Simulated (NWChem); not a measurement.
Correlation energy of bromine (Br₂)

```
Br
Br 1 2.2983
```
Charge 0, spin multiplicity 1.

All runs are NWChem calculations. All single points use one geometry, from PBE0/def2-SVP, a minimum by its harmonic frequencies.

Basis set: def2-TZVP. Each correlation energy counts from its own Hartree-Fock reference.

The Hamiltonian is non-relativistic. The correlated methods keep 18 core orbitals frozen. Coupled-cluster values serve here as a point of comparison, not as the truth.

Task: For the correlation energy, CR-CCSD[T] gives -574.4 mHa and CCSD(T) gives -578.2 mHa. What do CCSD, MP2, CCSD+T(CCSD) give?

Result: CCSD: -558.8 mHa; MP2: -547.2 mHa; CCSD+T(CCSD): -578.8 mHa.
